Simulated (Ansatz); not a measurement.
`C#C[O][In]([CH3])[F]`, 10 atoms. The species carries charge 0 and has multiplicity 1. Correlated methods include outer-core shells of In, which these sets cover unevenly. In: def2 effective core potential. All runs use 4 threads of an Arm Neoverse V1 on a shared host. Correlated methods freeze the cores.

Give the basis size and wall time and peak host memory of each of these runs in Ansatz. RHF-MP2/def2-QZVPP energy; RKS BHLYP-D4/def2-TZVPP energy; RHF-CCSD(T)/def2-TZVPP energy; RKS r2SCANh-D4/def2-TZVPP energy; RKS PBE0-D4/def2-SVP energy; direct RPA on PBE orbitals/def2-TZVPP energy; RKS PBE0-D4/def2-TZVP frequencies; RKS PBE0-D4/def2-TZVP relaxation (31 steps); RHF-CCSD(T)/def2-SVP energy; RKS ωB97M-V/def2-QZVPP energy; RKS PBE0-D4/def2-QZVPP energy; RKS B97M-V/def2-TZVPP energy. (An estimate is asked.)

Computed: Other jobs shared the machine, so times are rough.

```tsv
level	job	functions	wall time	peak host memory (GiB)
RKS PBE0-D4/def2-SVP	energy	116	1.6 s	0.26
RKS BHLYP-D4/def2-TZVPP	energy	261	4.1 s	0.73
RKS r2SCANh-D4/def2-TZVPP	energy	261	6.5 s	0.7
RKS PBE0-D4/def2-QZVPP	energy	487	10 s	1.7
direct RPA on PBE orbitals/def2-TZVPP	energy	261	10 s	0.74
RKS B97M-V/def2-TZVPP	energy	261	12 s	0.43
RHF-CCSD(T)/def2-SVP	energy	116	17 s	0.74
RKS ωB97M-V/def2-QZVPP	energy	487	23 s	2
RHF-MP2/def2-QZVPP	energy	487	26 s	2.8
RKS PBE0-D4/def2-TZVP	relaxation (31 steps)	229	2.5 min	0.67
RKS PBE0-D4/def2-TZVP	frequencies	229	3.6 min	0.66
RHF-CCSD(T)/def2-TZVPP	energy	261	7.7 min	7.2
```
